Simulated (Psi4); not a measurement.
H3Ga, triplet, at the geometry of the source list (a higher spin typed on purpose: for a closed-shell molecule this is an excited state); HF/def2-TZVP in Psi4.

Here is a job for Psi4.
```
memory 2 GB

molecule {
0 3
Ga    0.00000000    0.00000000   -0.00000000
H     0.67000000   -0.43680000    1.34750000
H    -0.31380000    1.51220000   -0.26500000
H    -0.35630000   -1.07550000   -1.08250000
}

set {
  basis def2-tzvp
  reference uhf
  stability_analysis follow
  scf_type pk
}

energy('scf')
print_variables()
```

What the program printed (banner, timings and long lists left out):

```
   => Loading Basis Set <=

    Name: DEF2-TZVP
    Role: ORBITAL
    Keyword: BASIS

         ---------------------------------------------------------
                                   SCF
               by Justin Turney, Rob Parrish, Andy Simmonett
                          and Daniel G. A. Smith
                              UHF Reference
         ---------------------------------------------------------

  ==> Geometry <==

    Molecular point group: c1
    Full point group: C1

    Geometry (in Angstrom), charge = 0, multiplicity = 3:

       Center              X                  Y                   Z               Mass
    ------------   -----------------  -----------------  -----------------  -----------------
         GA           0.000001400748     0.000001400748     0.000000000000    68.925573500000
         H            0.670001400748    -0.436798599252     1.347500000000     1.007825032230
         H           -0.313798599252     1.512201400748    -0.265000000000     1.007825032230
         H           -0.356298599252    -1.075498599252    -1.082500000000     1.007825032230

  Running in c1 symmetry.

  Rotational constants: A =      4.54157  B =      4.54121  C =      2.27070 [cm^-1]
  Rotational constants: A = 136152.79686  B = 136142.18868  C =  68073.74634 [MHz]
  Nuclear repulsion =   31.991344766198981

  Charge       = 0
  Multiplicity = 3
  Electrons    = 34
  Nalpha       = 18
  Nbeta        = 16

  ==> Algorithm <==

  SCF Algorithm Type is PK.
  DIIS enabled.
  MOM disabled.
  Fractional occupation disabled.
  Guess Type is SAD.
  Energy threshold   = 1.00e-06
  Density threshold  = 1.00e-06
  Integral threshold = 1.00e-12

  ==> Primary Basis <==

  Basis Set: DEF2-TZVP
    Blend: DEF2-TZVP
    Number of shells: 28
    Number of basis functions: 66
    Number of Cartesian functions: 73
    Spherical Harmonics?: true
    Max angular momentum: 3

  ==> Integral Setup <==

  Using in-core PK algorithm.
   Calculation information:
      Number of atoms:                   4
      Number of AO shells:              28
      Number of primitives:             56
      Number of atomic orbitals:        73
      Number of basis functions:        66

      Integral cutoff                 1.00e-12
      Number of threads:                 1

  Performing in-core PK
  Using 4890732 doubles for integral storage.
  We computed 82595 shell quartets total.
  Whereas there are 82621 unique shell quartets.

  ==> DiskJK: Disk-Based J/K Matrices <==

    J tasked:                  Yes
    K tasked:                  Yes
    wK tasked:                  No
    Schwarz Cutoff:          1E-12

  Minimum eigenvalue in the overlap matrix is 9.6061238932E-03.
  Reciprocal condition number of the overlap matrix is 2.1561180503E-03.
    Using symmetric orthogonalization.

  ==> Pre-Iterations <==

  SCF Guess: Superposition of Atomic Densities via on-the-fly atomic UHF (no occupation information).

   -------------------------
    Irrep   Nso     Nmo
   -------------------------
     A         66      66
   -------------------------
    Total      66      66
   -------------------------

  ==> Iterations <==

                        Total Energy        Delta E     RMS |[F,P]|

   @UHF iter SAD: -1920.67577978128793   -1.92068e+03   0.00000e+00
   @UHF iter   1: -1923.07255864109698   -2.39678e+00   4.53691e-02 ADIIS/DIIS
   @UHF iter   2: -1921.26624782323120    1.80631e+00   7.18293e-02 ADIIS/DIIS
   @UHF iter   3: -1924.74680943482940   -3.48056e+00   3.58308e-03 ADIIS/DIIS
   @UHF iter   4: -1924.77333097071505   -2.65215e-02   7.62632e-04 ADIIS/DIIS
   @UHF iter   5: -1924.77740157424273   -4.07060e-03   3.84256e-04 ADIIS/DIIS
   @UHF iter   6: -1924.77901603973601   -1.61447e-03   1.56272e-04 ADIIS/DIIS
   @UHF iter   7: -1924.77950941882796   -4.93379e-04   9.46709e-05 DIIS
   @UHF iter   8: -1924.77970457660444   -1.95158e-04   7.01517e-05 DIIS
   @UHF iter   9: -1924.77988798882666   -1.83412e-04   5.34162e-05 DIIS
   @UHF iter  10: -1924.78000491403486   -1.16925e-04   4.53024e-05 DIIS
   @UHF iter  11: -1924.78014309377158   -1.38180e-04   3.77343e-05 DIIS
   @UHF iter  12: -1924.78033111938953   -1.88026e-04   2.29323e-05 DIIS
   @UHF iter  13: -1924.78038844072307   -5.73213e-05   1.21412e-05 DIIS
   @UHF iter  14: -1924.78040369765449   -1.52569e-05   6.84238e-06 DIIS
   @UHF iter  15: -1924.78040314699956    5.50655e-07   6.40142e-06 DIIS
   @UHF iter  16: -1924.78040431756722   -1.17057e-06   1.65495e-06 DIIS
   @UHF iter  17: -1924.78040434724426   -2.96770e-08   3.89835e-07 DIIS
  Energy and wave function converged.

    Wavefunction stable under totally symmetric rotations.
    Lowest totally symmetric eigenvalue: 0.019637
    Lowest UHF->UHF stability eigenvalues:
       A 0.019637

    Stability analysis over.

  ==> Post-Iterations <==

   @Spin Contamination Metric:   7.304090898E-03
   @S^2 Expected:                2.000000000E+00
   @S^2 Observed:                2.007304091E+00
   @S   Expected:                1.000000000E+00
   @S   Observed:                1.000000000E+00

    Orbital Energies [Eh]
    ---------------------

    Alpha Occupied:

       1A   -378.827125     2A    -48.180991     3A    -42.509781
       4A    -42.509387     5A    -42.506262     6A     -6.409067
       7A     -4.506512     8A     -4.501686     9A     -4.496030
      10A     -1.222709    11A     -1.212690    12A     -1.211129
      13A     -1.204593    14A     -1.203655    15A     -0.744690
      16A     -0.540863    17A     -0.442183    18A     -0.223093

    Alpha Virtual:

      19A      0.095428    20A      0.132037    21A      0.148081
      22A      0.210853    23A      0.238786    24A      0.259712
      25A      0.284714    26A      0.295809    27A      0.353366
      28A      0.381719    29A      0.400260    30A      0.404291
      31A      0.488119    32A      0.614032    33A      0.645449
      34A      0.905563    35A      0.956676    36A      0.961703
      37A      1.031406    38A      1.032531    39A      1.053856
      40A      1.072746    41A      1.112079    42A      1.118261
      43A      1.197831    44A      1.233640    45A      1.323818
      46A      1.833197    47A      1.917771    48A      1.953324
      49A      2.076025    50A      2.121191    51A      2.358533
      52A      2.416752    53A      2.423142    54A      2.505642
      55A      2.569918    56A      2.590425    57A      2.625789
      58A      2.679769    59A      2.691755    60A      2.814003
      61A      3.045490    62A      3.130597    63A      3.655492
      64A      3.950184    65A      3.976635    66A      5.508572

    Beta Occupied:

       1A   -378.825172     2A    -48.180581     3A    -42.507194
       4A    -42.507186     5A    -42.506001     6A     -6.405680
       7A     -4.499277     8A     -4.496428     9A     -4.494359
      10A     -1.210372    11A     -1.210159    12A     -1.209821
      13A     -1.203303    14A     -1.202405    15A     -0.549350
      16A     -0.418494

    Beta Virtual:

      17A     -0.114658    18A      0.070249    19A      0.152465
      20A      0.165995    21A      0.174448    22A      0.270096
      23A      0.296351    24A      0.298650    25A      0.310236
      26A      0.313117    27A      0.412888    28A      0.415928
      29A      0.416265    30A      0.419975    31A      0.538917
      32A      0.663888    33A      0.665045    34A      0.966200
      35A      0.983786    36A      1.004330    37A      1.072039
      38A      1.085191    39A      1.086317    40A      1.098550
      41A      1.137869    42A      1.138876    43A      1.240235
      44A      1.256193    45A      1.342740    46A      1.899042
      47A      1.963256    48A      1.995714    49A      2.094119
      50A      2.131930    51A      2.416274    52A      2.443977
      53A      2.470615    54A      2.514622    55A      2.586092
      56A      2.601132    57A      2.658913    58A      2.686548
      59A      2.700128    60A      2.851232    61A      3.076073
      62A      3.136439    63A      3.674817    64A      3.963000
      65A      3.979521    66A      5.517251

    Final Occupation by Irrep:
              A
    DOCC [    16 ]
    SOCC [     2 ]
    NA   [    18 ]
    NB   [    16 ]

  @UHF Final Energy: -1924.78040434724426

   => Energetics <=

    Nuclear Repulsion Energy =             31.9913447661989814
    One-Electron Energy =               -2749.6652964144418547
    Two-Electron Energy =                 792.8935473009987618
    Total Energy =                      -1924.7804043472442572

  UHF NO Occupations:
  HONO-2 :   16  A 1.9969771
  HONO-1 :   17  A 1.0000000
  HONO-0 :   18  A 1.0000000
  LUNO+0 :   19  A 0.0030229
  LUNO+1 :   20  A 0.0002539
  LUNO+2 :   21  A 0.0002137
  LUNO+3 :   22  A 0.0000919

Computation Completed

Properties will be evaluated at   0.000000,   0.000000,   0.000000 [a0]

Properties computed using the SCF density matrix

 Multipole Moments:

 ------------------------------------------------------------------------------------
     Multipole            Electronic (a.u.)      Nuclear  (a.u.)        Total (a.u.)
 ------------------------------------------------------------------------------------

 L = 1.  Multiply by 2.5417464519 to convert [e a0] to [Debye]
 Dipole X            :         -0.2040215           -0.0000990           -0.2041205
 Dipole Y            :         -0.6160214           -0.0000990           -0.6161204
 Dipole Z            :         -0.6199246            0.0000000           -0.6199246
 Magnitude           :                                                    0.8975389

 ------------------------------------------------------------------------------------

  Variable Map:
  ----------------------------------------------------------------------------
  "CURRENT ENERGY"           =>   -1924.780404347244
  "CURRENT REFERENCE ENERGY" =>   -1924.780404347244
  "DD SOLVATION ENERGY"      =>       0.000000000000
  "HF KINETIC ENERGY"        =>    1924.874489544531
  "HF POTENTIAL ENERGY"      =>   -3849.654893891775
  "HF TOTAL ENERGY"          =>   -1924.780404347244
  "HF VIRIAL RATIO"          =>       1.999951121386
  "NUCLEAR REPULSION ENERGY" =>      31.991344766199
  "ONE-ELECTRON ENERGY"      =>   -2749.665296414442
  "PCM POLARIZATION ENERGY"  =>       0.000000000000
  "PE ENERGY"                =>       0.000000000000
  "SCF ITERATION ENERGY"     =>   -1924.780404347244
  "SCF ITERATIONS"           =>      17.000000000000
  "SCF TOTAL ENERGY"         =>   -1924.780404347244
  "TWO-ELECTRON ENERGY"      =>     792.893547300999

  Array Variable Map:
  ----------------------------------------------------------------------------
  "CURRENT DIPOLE"           =>      -0.204120465031 ... -0.619924582523 1 by 3
  "SCF DIPOLE"               =>      -0.204120465031 ... -0.619924582523 1 by 3
  "SCF STABILITY EIGENVALUES" =>       0.019636814871 ... 0.019636814871 1 by 1
  "SCF TOTAL ENERGIES"       =>   -1920.675779781288 ... -1924.780404347244 1 by 18
```
